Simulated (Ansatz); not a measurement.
Z-matrix (Å, degrees):
```
Si
N 1 1.745
H 1 1.483 2 110.8
H 1 1.484 2 111.1 3 121.2
H 1 1.484 2 106.3 3 -119.4
B 2 1.402 1 126.6 3 -58.5
H 2 1.008 1 117.4 3 121.6
F 6 1.330 2 120.4 1 0.0
F 6 1.328 2 122.2 1 180.0
```

Total charge 0; spin multiplicity 1.

**Question.** List the PBE0/def2-TZVPP orbital energies in eV (the Gaussian-basis code of Ansatz). (Best estimate.)

**Answer.** The calculation gave: Occupied: -1803.11, -674.23, -674.21, -391.54, -187.20, -145.42, -100.10, -100.06, -100.05, -34.37, -33.60, -24.64, -16.34, -15.87, -15.15, -14.45, -13.78, -12.60, -12.26, -11.81, -11.29, -10.51, -9.96, -8.52. Lowest empty: 0.02, 0.93, 1.29, 1.48, 1.82, 2.13, 2.17, 3.77.
